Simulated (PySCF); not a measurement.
**Vibration and rotation of AsP**

RHF-CCSD(T) constants of AsP, ¹Σ⁺ (singlet), closed shell (PySCF, no relativity, basis sets As def2-TZVPP, P def2-TZVPP; masses 74.9216 and 30.9738 u):

| Property | Result |
| --- | --- |
| ωe | 605.3 cm⁻¹ |
| ωexe | 1.82 cm⁻¹ |
| Be | 0.18918 cm⁻¹ |
| αe | 0.000751 cm⁻¹ |
| D (centrifugal) | 7.39e-08 cm⁻¹ |
| De to As + P | 4.05 eV |

**Question.** Estimate the standard entropy (1 bar) and heat capacity of the ideal gas at 500 K, rigid rotor with B0 and harmonic oscillator at the fundamental.

**Answer.** Translation (Sackur–Tetrode, M = 105.90 u): 177.8 J/(mol K). Rotation: q = kT/(σB0) = 1840 with σ = 1, 70.8. Vibration: x = hcν0/kT = 1.73, 4.72. S° = 253.3 J/(mol K); Cp = 7R/2 + 6.52 = 35.6 J/(mol K).

Correlated steps freeze 14 core orbitals. Where the molecule has an RHF reference, its open-shell atoms are computed with UHF.
